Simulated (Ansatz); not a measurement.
`[SiH3][GeH2][SiH2][GeH2][SiH2][GeH3]` + `N=CCl` → `[SiH3]/N=C/Cl` + `[GeH3][SiH2][GeH2][SiH2][GeH3]`  (cleavage of the Si–Ge bond)

Program: Ansatz. Geometries: PBE0-D4/def2-TZVP. ΔE: electronic, gas phase. CCSD(T)/CBS adds triple-zeta CCSD(T) − MP2 to the extrapolated MP2 energy (def2 sets, frozen cores). This one scheme is used for every species. DFT in def2-TZVPP. HSE06 is defined as in plane-wave codes. For Ge outer-core shells are correlated without core-valence functions, which leaves a few kJ/mol of doubt a bond. Scalar relativity is left out up to krypton. One conformer a species, not always the lowest.

`[SiH3][GeH2][SiH2][GeH2][SiH2][GeH3]`:

Cartesian coordinates in Å:
```
Si -1.179 0.756 2.353
Ge 0.747 -0.642 2.288
Si 2.138 -0.257 0.393
Ge 1.283 -1.382 -1.523
Si -1.005 -0.811 -1.844
Ge -1.223 1.559 -1.874
H -2.081 0.468 1.208
H -0.767 2.183 2.293
H -1.928 0.522 3.617
H 1.561 -0.398 3.575
H 0.308 -2.120 2.299
H 2.201 1.205 0.117
H 3.520 -0.732 0.684
H 2.094 -0.985 -2.771
H 1.429 -2.904 -1.327
H -1.520 -1.380 -3.120
H -1.804 -1.377 -0.724
H -0.565 2.126 -3.143
H -2.697 1.997 -1.845
H -0.511 2.172 -0.656
```

`N=CCl`:

Z-matrix (Å, degrees):
```
C
N 1 1.247
Cl 1 1.729 2 121.0
H 1 1.091 2 128.0 3 180.0
H 2 1.019 1 110.5 3 -180.0
```

`[SiH3]/N=C/Cl`:

Cartesian coordinates in Å:
```
Si -1.060 0.405 0.498
N 0.371 -0.577 0.362
C 1.219 -0.495 -0.536
Cl 2.627 -1.528 -0.589
H -1.166 1.392 -0.615
H -2.231 -0.502 0.476
H -0.993 1.118 1.795
H 1.233 0.188 -1.391
```

`[GeH3][SiH2][GeH2][SiH2][GeH3]`:

Cartesian coordinates in Å:
```
Ge -1.189 -2.393 0.096
Si 1.083 -1.688 0.079
Ge 1.332 0.175 -1.383
Si -0.340 1.786 -0.852
Ge -0.340 2.192 1.492
H -1.630 -2.799 -1.321
H -1.401 -3.591 1.036
H -2.091 -1.240 0.566
H 1.474 -1.272 1.454
H 1.962 -2.814 -0.338
H 2.730 0.800 -1.218
H 1.185 -0.284 -2.846
H -1.668 1.247 -1.253
H -0.108 3.058 -1.589
H -1.407 3.227 1.886
H -0.627 0.884 2.250
H 1.035 2.713 1.942
```

Is it downhill or uphill in electronic energy at CCSD(T)/CBS, and by how much? (An estimate is asked.)

Ansatz gave: Downhill: ΔE = -0.19 eV.

What do these levels give: PBE0-D4, HSE06-D4, CAM-B3LYP-D4, MP2/def2-SVP, SCS-MP2/def2-TZVPP, MP2/CBS(def2)? (Estimate.)

The calculation gave: PBE0-D4 -0.12, HSE06-D4 -0.12, CAM-B3LYP-D4 -0.28, MP2/def2-SVP -0.22, SCS-MP2/def2-TZVPP -0.30, MP2/CBS(def2) -0.25 eV.

Largest T1 diagnostic among the species: 0.013.

In def2-TZVPP, CCSD(T) changes the Hartree–Fock value by +0.26 eV (the triples alone add +0.02 eV) and MP2 by +0.20 eV. At CCSD(T), def2-SVP lies +0.03 eV from the extrapolated value and def2-TZVPP −0.01 eV. The D4 term adds +0.10 eV with B3LYP and +0.06 eV with PBE0; it sums over pairs of atoms, weighted by their polarisabilities, and B3LYP, whose exchange is more repulsive, gets the larger term.

B3LYP here is the variant with VWN-RPA as its local correlation; programs differ in this.
